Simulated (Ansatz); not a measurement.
# doublet Li: levels of theory in one basis

A single Li atom.

Basis set: STO-3G (spherical functions). All electrons are correlated. Correlation on ROHF uses semicanonical orbitals with singles. Charge 0, multiplicity 2.

Computed with Ansatz (development build ahead of 0.2.0); each method stands on the lowest determinant of its kind that the runs found.

```csv
method,E − E(ROHF) (eV),<S²> of the determinant
ROHF,0.00,0.75
ROHF-MP2,-0.01,–
ROHF-CCSD,-0.01,–
ROHF-CCSD(T),-0.01,–
ROHF-CCSDT,-0.01,–
ROHF-CCSDT(Q),-0.01,–
full CI (lowest root of this spin),-0.01,–
```

Is a single determinant a sound starting point here?

By this sign, yes. Unrestricted orbitals gain 0.00 eV and <S²> is 0.75 against 0.75 for a pure state.
